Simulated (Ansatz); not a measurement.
Relaxation of GeH₅ (6 atoms, charge 0, multiplicity 2), to a largest force component of 0.03 eV/Å in at most 50 steps.

The calculation used UKS PBE/def2-SVP in Ansatz.

```xyz
6
Properties=species:S:1:pos:R:3
Ge 0.001 0.000 -0.294
H 0.000 0.000 2.459
H 1.479 0.000 -0.779
H -0.739 1.280 -0.779
H -0.739 -1.280 -0.779
H 0.000 0.000 3.184
```

Where does it end, and by what steps?

It converged. The force dipped under the threshold on the way, but the program's further checks kept it going. After 4 steps the energy has fallen by 0.066 eV; H6 moved furthest, 0.43 Å.

| step | energy less start (eV) | largest force component (eV/Å) | accepted |
| --- | --- | --- | --- |
| 0 | 0.0000 | 1.937 | yes |
| 1 | -0.0602 | 0.095 | yes |
| 2 | -0.0645 | 0.044 | yes |
| 3 | -0.0658 | 0.011 | yes |
| 4 | -0.0660 | 0.003 | yes |

```xyz
6
Properties=species:S:1:pos:R:3
Ge 0.001 0.000 -0.502
H 0.000 0.000 2.844
H 1.480 0.000 -0.982
H -0.739 1.281 -0.981
H -0.739 -1.281 -0.981
H 0.000 0.000 3.614
```

Whether the end is a true minimum wasn't checked by a vibrational analysis.

Run time: 14 s on 1 thread of Arm Neoverse N1, with other jobs on the host, peak memory 0.11 GiB.
